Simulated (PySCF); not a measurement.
All of these have the formula C4H8OSi2. Theory: PySCF, TDDFT wB97X-D/def2-SVPD, vertical, gas phase, core orbitals frozen in the response. Geometries: PBE0-D3(BJ)/def2-SVP; one conformer of each isolated species. Triplets are in the Tamm–Dancoff approximation.

A. `[SiH2]1C[C@@H](C#C)[SiH2]O1`
B. `[SiH3]O[SiH]1C=CC=C1`
C. `C1[SiH2]C=C[SiH](O)C=1`
D. `[SiH3][SiH2]c1ccco1`

Lowest singlet levels (six at most, fewer where fewer were computed) with oscillator strengths:

1. 5.77 eV (f 0.402); 6.36 eV (f 0.002); 6.76 eV (f 0.011); 6.80 eV (f 0.013); 7.03 eV (f 0.003); 7.30 eV (f 0.048); T1 3.91 eV
2. 4.23 eV (f 0.042); 5.30 eV (f 0.004); 5.72 eV (f 0.007); 6.83 eV (f 0.019); 6.89 eV (f 0.000); 7.15 eV (f 0.001); T1 2.64 eV
3. 6.24 eV (f 0.002); 6.63 eV (f 0.005); 6.80 eV (f 0.004); 7.00 eV (f 0.004); 7.27 eV (f 0.009); 7.43 eV (f 0.001); T1 5.37 eV
4. 5.33 eV (f 0.001); 5.78 eV (f 0.004); 6.19 eV (f 0.001); 6.47 eV (f 0.269); 6.69 eV (f 0.004); 6.94 eV (f 0.012); T1 4.10 eV

Question: Match each spectrum to its molecule.

Answer: 1 = D, 2 = B, 3 = A, 4 = C.
- A: S1 at 6.24 eV, HOMO→LUMO+1 (27%), HOMO→LUMO+2 (20%), HOMO→LUMO+3 (14%); Löwdin shares by element: HOMO carbon 77% or more, silicon 8% or more (atoms not listed hold the other 16%); LUMO silicon 43%, oxygen 15%, hydrogen 7% or more (atoms not listed hold the other 34%); HOMO -9.24 and LUMO 1.71 eV.
- B: S1 at 4.23 eV, HOMO→LUMO (98%); Löwdin shares by element: HOMO carbon 88%; LUMO carbon 72% (atoms not listed hold the other 28%); HOMO -8.72 and LUMO -0.08 eV.
- C: S1 at 5.33 eV, HOMO→LUMO (87%); Löwdin shares by element: HOMO carbon 54% (atoms not listed hold the other 46%); LUMO carbon 59% (atoms not listed hold the other 41%); HOMO -9.69 and LUMO 0.45 eV; point group Cs.
- D: S1 at 5.77 eV, HOMO→LUMO (95%); Löwdin shares by element: HOMO carbon 75% (atoms not listed hold the other 25%); LUMO carbon 46% or more, oxygen 13% (atoms not listed hold the other 41%); HOMO -8.50 and LUMO 1.26 eV.
